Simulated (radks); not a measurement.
Results of a calculation; reference values are marked as such.
The table gives one normalised radial function P(r) = r R(r) of Yb in [Xe] 4f14 6s2 (r in bohr). Level of theory: scalar-relativistic Kohn-Sham, BLYP, spin-polarised, spherical densities, point nucleus (a radial shooting solver on a logarithmic mesh with Libxc functionals).

r	P
0.0008349	0.0124
0.001141	0.0159
0.001558	0.0201
0.002129	0.0251
0.002908	0.0307
0.003973	0.0367
0.005428	0.0422
0.007415	0.0457
0.01013	0.0451
0.01373	0.0376
0.01876	0.0200
0.02562	-0.0085
0.03501	-0.0432
0.04782	-0.0695
0.06534	-0.0645
0.08926	-0.0121
0.1219	0.0676
0.1666	0.1037
0.2258	0.0324
0.3084	-0.1058
0.4214	-0.1430
0.5757	0.0122
0.7865	0.2119
1.074	0.2264
1.468	-0.0019
2.005	-0.3219
2.74	-0.5345
3.713	-0.5438
5.072	-0.3867
6.929	-0.1882
9.467	-0.0583
12.93	-0.0104

Which n and l does it have? It may be an empty orbital.

Answer. n = 6, l = 0: the number of nodes gives n - l - 1 = 5, the rise at small r (about r^(l+1), flatter next to the nucleus through relativity) gives l, and the extent must fit the shell. The curve is that of 6s. 6s: eigenvalue -3.813 eV, 5 radial nodes at r = 0.0236, 0.0938, 0.243, 0.566, 1.47 bohr, <r> = 3.91 bohr, 90 % of the charge inside 5.86 bohr.
